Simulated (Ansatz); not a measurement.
Ansatz (a program for electronic structure) input:
A basis named .json is the Basis Set Exchange file of that set.

Ansatz 0.2 input:
```yaml
crystal:
  periodic: [false, false, false]
  atoms:
    - {symbol: Si, position_ang: [0.08385509, -0.03276218, 0.36798897]}
    - {symbol: C, position_ang: [1.64369678, -0.33373973, -0.63379345]}
    - {symbol: C, position_ang: [-1.22408655, -1.30840684, -0.06707536]}
    - {symbol: C, position_ang: [-0.56765736, 1.69998858, 0.05117999]}
    - {symbol: H, position_ang: [0.41343626, -0.16152953, 1.81432021]}
    - {symbol: H, position_ang: [2.42145020, 0.39046200, -0.38204617]}
    - {symbol: H, position_ang: [2.04551198, -1.33245170, -0.44977123]}
    - {symbol: H, position_ang: [1.44123335, -0.24748271, -1.70429325]}
    - {symbol: H, position_ang: [-0.86734399, -2.32243754, 0.12585391]}
    - {symbol: H, position_ang: [-1.49306834, -1.24475726, -1.12443011]}
    - {symbol: H, position_ang: [-2.13379065, -1.15771753, 0.51813949]}
    - {symbol: H, position_ang: [-0.82141324, 1.83341802, -1.00343181]}
    - {symbol: H, position_ang: [-1.46704444, 1.89796051, 0.63825345]}
    - {symbol: H, position_ang: [0.17534046, 2.45615419, 0.31369293]}
basis:
  gaussian:
    orbitals: aug-cc-pV_D+d_Z.json
magnetization: {spin_polarized: false}
correlation: {method: ccsd_t, electrons: outside_noble_gas}
output: {forces: true}
```

Question: Which total energy does the run end on?

Answer: -409.05966 Eh (CCSD(T)/aug-cc-pV(D+d)Z). The basis has 191 functions.
